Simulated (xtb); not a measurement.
Cl2Hg, singlet, geometry from GFN2-xTB (such geometries of metal compounds can be far from the true shape); GFN2-xTB (xtb 6.7.1).

Here is a job for xtb.
```
$ xtb mol.xyz --gfn 2 --chrg 0 --uhf 0 --json

# file mol.xyz
3

Hg     0.00000000     0.00000000     0.00000000
Cl     0.00000000     0.00000000     2.30126892
Cl    -0.00000000    -0.00000000    -2.30126892
```

Problem. Write the output that xtb gives for this input, abridged.

Solution. 
```
   ID    Z sym.   atoms
    1   80 Hg     1
    2   17 Cl     2, 3

           -------------------------------------------------
          |                Calculation Setup                |
           -------------------------------------------------

           -------------------------------------------------
          |                 G F N 2 - x T B                 |
           -------------------------------------------------

          ...................................................
          :                      SETUP                      :
          :.................................................:
          :  # basis functions                  24          :
          :  # atomic orbitals                  22          :
          :  # shells                            8          :
          :  # electrons                        16          :
          :  max. iterations                   250          :
          :  Hamiltonian                  GFN2-xTB          :
          :  restarted?                      false          :
          :  GBSA solvation                  false          :
          :  PC potential                    false          :
          :  electronic temp.          300.0000000     K    :
          :  accuracy                    1.0000000          :
          :  -> integral cutoff          0.2500000E+02      :
          :  -> integral neglect         0.1000000E-07      :
          :  -> SCF convergence          0.1000000E-05 Eh   :
          :  -> wf. convergence          0.1000000E-03 e    :
          :  Broyden damping             0.4000000          :
          :  net charge                          0          :
          :  unpaired electrons                  0          :
          ...................................................

 iter      E             dE          RMSdq      gap      omega  full diag
   1     -9.9315151 -0.993152E+01  0.198E+01    4.05       0.0  T
   2     -9.9365788 -0.506379E-02  0.135E+01    3.83       1.0  T
   3     -9.9375815 -0.100263E-02  0.120E+00    3.92       1.0  T
   4     -9.9376016 -0.201121E-04  0.791E-01    3.94       1.0  T
   5     -9.9376110 -0.946185E-05  0.648E-02    3.95       1.0  T
   6     -9.9376137 -0.267372E-05  0.402E-02    3.95       1.4  T
   7     -9.9376150 -0.131109E-05  0.574E-03    3.95      10.1  T
   8     -9.9376150 -0.556136E-08  0.911E-04    3.95      63.4  T
   9     -9.9376150 -0.102270E-09  0.132E-05    3.95    4387.9  T

   *** convergence criteria satisfied after 9 iterations ***

         :::::::::::::::::::::::::::::::::::::::::::::::::::::
         ::                     SUMMARY                     ::
         :::::::::::::::::::::::::::::::::::::::::::::::::::::
         :: total energy              -9.935429802439 Eh    ::
         :: gradient norm              0.000004518831 Eh/a0 ::
         :: HOMO-LUMO gap              3.947362097758 eV    ::
         ::.................................................::
         :: SCC energy                -9.937615311831 Eh    ::
         :: -> isotropic ES            0.028243286438 Eh    ::
         :: -> anisotropic ES          0.003545695097 Eh    ::
         :: -> anisotropic XC         -0.004995404115 Eh    ::
         :: -> dispersion             -0.002064591686 Eh    ::
         :: repulsion energy           0.002185509392 Eh    ::
         :: add. restraining           0.000000000000 Eh    ::
         :: total charge               0.000000000000 e     ::
         :::::::::::::::::::::::::::::::::::::::::::::::::::::

           -------------------------------------------------
          |                Property Printout                |
           -------------------------------------------------

    * Orbital Energies and Occupations

         #    Occupation            Energy/Eh            Energy/eV
      -------------------------------------------------------------
         1        2.0000           -1.0868349             -29.5743
         2        2.0000           -1.0774809             -29.3197
         3        2.0000           -0.5688810             -15.4800
         4        2.0000           -0.4668234             -12.7029
         5        2.0000           -0.4668234             -12.7029
         6        2.0000           -0.4611173             -12.5476
         7        2.0000           -0.4531804             -12.3317
         8        2.0000           -0.4531804             -12.3317 (HOMO)
         9                         -0.3081175              -8.3843 (LUMO)
        10                         -0.1370785              -3.7301
        11                         -0.1370785              -3.7301
        12                         -0.0022474              -0.0612
        13                         -0.0013077              -0.0356
        14                         -0.0013077              -0.0356
        15                          0.0010141               0.0276
        16                          0.0010141               0.0276
        17                          0.0010142               0.0276
        18                          0.0010142               0.0276
        19                          0.0012437               0.0338
       ...                                ...                  ...
        22                          0.5866191              15.9627
      -------------------------------------------------------------
                  HL-Gap            0.1450629 Eh            3.9474 eV
             Fermi-level           -0.3806489 Eh          -10.3580 eV

     #   Z          covCN         q      C6AA      α(0)
     1  80 Hg       1.634     0.297   278.923    28.976
     2  17 Cl       0.817    -0.148   103.699    15.578
     3  17 Cl       0.817    -0.148   103.699    15.578

 Mol. C6AA /au·bohr⁶  :       1370.437169
 Mol. C8AA /au·bohr⁸  :      89100.632838
 Mol. α(0) /au        :         60.131695

Wiberg/Mayer (AO) data.
largest (>0.10) Wiberg bond orders for each atom

 ---------------------------------------------------------------------------
     #   Z sym  total        # sym  WBO       # sym  WBO       # sym  WBO
 ---------------------------------------------------------------------------
     1  80 Hg   1.912 --     3 Cl   0.956     2 Cl   0.956
     2  17 Cl   1.297 --     1 Hg   0.956     3 Cl   0.341
     3  17 Cl   1.297 --     1 Hg   0.956     2 Cl   0.341
 ---------------------------------------------------------------------------

Topologies differ in total number of bonds
Writing topology from bond orders to xtbtopo.mol

molecular dipole:
                 x           y           z       tot (Debye)
 q only:        0.000       0.000      -0.000
   full:        0.000      -0.000      -0.000       0.000
molecular quadrupole (traceless):
                xx          xy          yy          xz          yz          zz
 q only:        2.807       0.000       2.807       0.000       0.000      -5.614
  q+dip:        3.155       0.000       3.155      -0.000       0.000      -6.310
   full:        4.384      -0.000       4.384      -0.000       0.000      -8.769

           -------------------------------------------------
          | TOTAL ENERGY               -9.935429802439 Eh   |
          | GRADIENT NORM               0.000004518831 Eh/α |
          | HOMO-LUMO GAP               3.947362097758 eV   |
           -------------------------------------------------

normal termination of xtb
```
